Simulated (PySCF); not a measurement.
Species: C3H3BF2.
SMILES with atom numbers: `[CH2:1]=[C:2]=[CH:3][B:4]([F:5])[F:6]` (hydrogens: H7, H8 on C1; H9 on C3)

Method: PBE0-D3(BJ)/def2-TZVP geometry optimisation, gas phase (PySCF).

Task: List the bond lengths, angles and torsions at this level.

Result: 
```json
{"bond": "C1=C2", "length (Å)": "1.295"}
{"bond": "C2=C3", "length (Å)": "1.308"}
{"bond": "C3–B4", "length (Å)": "1.539"}
{"bond": "B4–F5, B4–F6", "length (Å)": "1.322"}
{"bond": "C1–H7, C1–H8", "length (Å)": "1.085"}
{"bond": "C3–H9", "length (Å)": "1.088"}
```

Bonds in one row agree within 0.01 Å and their mean is given. A selection of angles:
```json
{"angle": "C2–C1–H7", "degrees": "120.9"}
{"angle": "H7–C1–H8", "degrees": "118.1"}
{"angle": "C1–C2–C3", "degrees": "179.0"}
{"angle": "C2–C3–B4", "degrees": "121.7"}
{"angle": "C2–C3–H9", "degrees": "118.6"}
{"angle": "B4–C3–H9", "degrees": "119.7"}
{"angle": "C3–B4–F5", "degrees": "120.6"}
{"angle": "C3–B4–F6", "degrees": "122.5"}
{"angle": "F5–B4–F6", "degrees": "116.9"}
```

Torsions: C2–C3–B4–F5 179° (antiperiplanar).

B4 (three-coordinate boron) is planar (angles 122.5°, 120.6° and 116.9°, sum 360.0°, 0.00 Å off the plane of its three neighbours). The 6 heavy atoms lie in one plane (0.006 Å rms).

Point group: Cs (tolerance 0.08 Å). No frequency check.

The run took 76 s on Arm Neoverse V1, one thread, no GPU, shared host with 64 logical CPUs at a one-minute load of 40, and the process peaked at 0.83 GiB of memory. These figures are those of the optimisation.
